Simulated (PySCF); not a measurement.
From one molecule to another.

First species: C4H9ClO2Si2.
Bonds: C1–C2 (double), C2–Si3, Si3–O4, O4–Si5, Si5–Cl6, C2–C7, C7–C8, C7–O9 (double). Hydrogens: H10, H11 on C1; H12, H13 on Si3; H14, H15 on Si5; H16, H17, H18 on C8.

Second species: C₆H₈F₃OP.
Bonds: C1–C2, C2–P3, P3–C4, C4–O5, O5–C6, C4–C7 (double), C7–C8, C8–F9, C8–F10, C8–F11, P3–C7. Hydrogens: H12, H13, H14 on C1; H15, H16 on C2; H17, H18, H19 on C6.

Levels: PBE0/pcSseg-1 for dipole moment, HOMO energy, LUMO energy and HOMO–LUMO gap; GFN2-xTB for rotational constant A and rotational constant C. Geometries: GFN2-xTB. Each structure is a single optimised conformer of the isolated species, non-relativistic unless stated. Electronic properties by PySCF.

Dipoles, sizes and rotational constants follow the conformer. The torsions of the flexible species, by atom-mapped SMILES:
- `[CH2:1]=[C:2]([SiH2:3][O:4][SiH2:5][Cl:6])[C:7]([CH3:8])=[O:9]`: C1–C2–Si3–O4 -149°, C2–Si3–O4–Si5 23°, Si3–O4–Si5–Cl6 152°, C1–C2–C7–C8 -61°
- `[CH3:1][CH2:2][P:3]1[C:4]([O:5][CH3:6])=[C:7]1[C:8]([F:9])([F:10])[F:11]`: C1–C2–P3–C4 73°, P3–C4–O5–C6 -177°, C4–C7–C8–F9 -23°

```
             property   column X   column Y
        dipole moment     5.31 D     2.77 D
          HOMO energy   -7.71 eV   -6.72 eV
          LUMO energy   -1.67 eV   -0.40 eV
        HOMO–LUMO gap    6.04 eV    6.32 eV
rotational constant A  2.010 GHz  1.198 GHz
rotational constant C  0.452 GHz  0.532 GHz
```

Which column belongs to which species?

Column X is the first species and column Y the second. The first has 18 atoms and 94 electrons, the second 19 and 94.

How does each property change from the first species to the second?

dipole moment -2.54 D; HOMO energy +0.99 eV; LUMO energy +1.27 eV; HOMO–LUMO gap +0.28 eV; rotational constant A -0.812 GHz; rotational constant C +0.080 GHz.

On the first: The dipole equals about 17.7 × 10⁻³⁰ C·m (1 D = 3.33564 × 10⁻³⁰ C·m).

On the second: The dipole matches unit charges of opposite sign 0.58 Å apart (1 e·Å = 4.8032 D).
